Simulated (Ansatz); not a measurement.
AlFH2Se, SMILES `[F][AlH][SeH]`, relaxed with RKS PBE0-D4/def2-TZVP in Ansatz 0.2.0 from a PBE-D4/def2-SVP geometry. The force threshold is 0.005 eV/Å; the program also tests the step.

Total charge 0; spin multiplicity 1.

Start:

```xyz
5

F    -0.713    1.608    1.341
Al    0.001    0.623    0.183
Se   -0.596   -1.617    0.246
H     1.012    1.264   -0.855
H     0.297   -1.878   -0.914
```

```json
{"step": "1", "energy (eV)": "-74687.1419", "largest force (eV/Å)": "0.753", "largest move (Å)": "0.000"}
{"step": "2", "energy (eV)": "-74687.1581", "largest force (eV/Å)": "0.460", "largest move (Å)": "0.021"}
{"step": "3", "energy (eV)": "-74687.1634", "largest force (eV/Å)": "0.046", "largest move (Å)": "0.011"}
{"step": "4", "energy (eV)": "-74687.1635", "largest force (eV/Å)": "0.019", "largest move (Å)": "0.010"}
{"step": "5", "energy (eV)": "-74687.1636", "largest force (eV/Å)": "0.002", "largest move (Å)": "0.004"}
```

End:

```xyz
5

F    -0.705    1.585    1.323
Al   -0.001    0.625    0.185
Se   -0.589   -1.600    0.243
H     1.002    1.252   -0.847
H     0.293   -1.862   -0.904
```

Run time 15 s (2 threads of a server CPU on a shared host); peak host memory 0.25 GiB.
